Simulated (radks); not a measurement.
The numbers below are computed, except where a source is named.
Charge is removed step by step from the 2s down level of the boron ion B+, starting from [He] 2s(up 1, down 1). Level of theory: scalar-relativistic Kohn-Sham, r2SCAN, spin-polarised, spherical densities, finite nucleus; meta-GGA in the generalised Kohn-Sham scheme; Fermi nuclear charge, rms radius 2.406 fm (a radial shooting solver on a logarithmic mesh with Libxc functionals).

| removed (e) | E - E(0) (eV) | eigenvalue (eV) |
|---|---|---|
| 0 | 0.000 | -19.732 |
| 0.25 | 5.240 | -22.182 |
| 0.5 | 11.082 | -24.524 |
| 0.75 | 17.473 | -26.510 |

The mean slope of the eigenvalue, de/dn, is 9.04 eV per electron.
